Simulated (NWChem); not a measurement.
Species: phosphorus nitride (PN); SMILES P#N

```xyz
2

N      0.0000     0.0000     1.0049
P      0.0000     0.0000    -0.4745
```
Atoms are numbered in this order, from 1.

All runs: NWChem. The geometry was optimised at PBE0-D3(BJ)/def2-TZVP. Ions are spin-unrestricted doublets at the neutral geometry; other ion states weren't tried.

For level CAM-B3LYP/def2-TZVP:

−ε(HOMO) (eV): 10.70

**Question.** What are these values for level B3LYP/def2-TZVP?

**Answer.** The −ε(HOMO) (eV) is 8.98.
